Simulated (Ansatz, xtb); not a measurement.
Two isomers of C5H4FNS

Structure I is `Fc1cc(S)ccn1`, a singlet and structure II is `Fc1cncc(S)c1`, a singlet. Both are isolated molecules in the gas phase, relaxed with B3LYP-D3(BJ)/def2-SVP; the shapes shown needn't be the lowest conformers.

I (Å):

```xyz
12

C    -1.4814   -0.1430   -0.3781
C    -0.9049   -1.2189    0.3018
C     0.4011   -1.0505    0.7744
C     1.0415    0.1808    0.5355
C     0.3446    1.1658   -0.1571
F    -2.7269   -0.2930   -0.8331
N    -0.9055    1.0114   -0.6123
S     1.2887   -2.2990    1.6541
H    -1.4717   -2.1397    0.4440
H     0.3117   -3.2330    1.6319
H     2.0599    0.3634    0.8830
H     0.8195    2.1326   -0.3563
```

II (Å):

```csv
atom,x (Å),y (Å),z (Å)
C,0.5134,0.8049,0.0277
C,1.1929,0.4754,1.2005
C,0.0196,-1.4932,1.3705
C,-0.7122,-1.2377,0.1935
C,-0.4521,-0.0471,-0.4966
F,0.7917,1.9516,-0.6007
N,0.9381,-0.6604,1.8501
S,-1.9069,-2.4397,-0.3272
H,1.9512,1.1545,1.6036
H,-0.1589,-2.4154,1.9350
H,-2.3155,-1.7813,-1.4341
H,-0.9734,0.2281,-1.4155
```

Question: Estimate which is lower in electronic energy at CCSD(T)/def2-SVP + ΔMP2/def2-TZVPP, and by roughly how much.

Answer: The CCSD(T)/def2-SVP + ΔMP2/def2-TZVPP calculation puts structure I lower, by 8.2 kcal/mol.

Level by level:

```json
{"level": "GFN2-xTB", "geometry": "GFN2-xTB", "E(II) − E(I) (kcal/mol)": "+3.8", "departure from the last row (kcal/mol)": "−4.4", "job, with rough time for the two": "optimisation, 0.18 s"}
{"level": "HF/STO-3G", "geometry": "GFN2-xTB", "E(II) − E(I) (kcal/mol)": "+5.0", "departure from the last row (kcal/mol)": "−3.2", "job, with rough time for the two": "single point, 0.48 s"}
{"level": "r2SCAN-D4/def2-SVP", "geometry": "GFN2-xTB", "E(II) − E(I) (kcal/mol)": "+9.0", "departure from the last row (kcal/mol)": "+0.8", "job, with rough time for the two": "single point, 6.2 s"}
{"level": "B3LYP-D3(BJ)/def2-SVP", "geometry": "B3LYP-D3(BJ)/def2-SVP", "E(II) − E(I) (kcal/mol)": "+8.2", "departure from the last row (kcal/mol)": "0.0", "job, with rough time for the two": "optimisation, 36 s"}
{"level": "HF/def2-SVP", "geometry": "B3LYP-D3(BJ)/def2-SVP", "E(II) − E(I) (kcal/mol)": "+10.0", "departure from the last row (kcal/mol)": "+1.8", "job, with rough time for the two": "part of the CCSD(T) run"}
{"level": "MP2/def2-SVP", "geometry": "B3LYP-D3(BJ)/def2-SVP", "E(II) − E(I) (kcal/mol)": "+8.1", "departure from the last row (kcal/mol)": "−0.1", "job, with rough time for the two": "part of the CCSD(T) run"}
{"level": "CCSD(T)/def2-SVP", "geometry": "B3LYP-D3(BJ)/def2-SVP", "E(II) − E(I) (kcal/mol)": "+8.2", "departure from the last row (kcal/mol)": "0.0", "job, with rough time for the two": "single point"}
{"level": "CCSD(T)/def2-SVP + ΔMP2/def2-TZVPP", "geometry": "B3LYP-D3(BJ)/def2-SVP", "E(II) − E(I) (kcal/mol)": "+8.2", "departure from the last row (kcal/mol)": "", "job, with rough time for the two": "single point, 1.7 min"}
```

As drawn, both hold the same kinds of bond in the same numbers.

The levels shown agree on the order. The largest departure from CCSD(T)/def2-SVP + ΔMP2/def2-TZVPP is that of GFN2-xTB, 4.4 kcal/mol. The last row adds to CCSD(T) the change of the MP2 difference between the two basis sets, here 0.0 kcal/mol.

With thermal terms from frequencies at re-optimised GFN2-xTB minima (ideal gas, soft modes damped towards free rotors, one conformer each, 298.15 K, 1 atm): the zero-point term adds −0.2 kcal/mol; ΔH is +8.1 and ΔG +8.0 kcal/mol.

The correlated steps freeze 12 core orbitals. Run with Ansatz 0.2.0, xtb 6.7.1; the last row on 2 threads of Arm Neoverse V2 on a shared host.
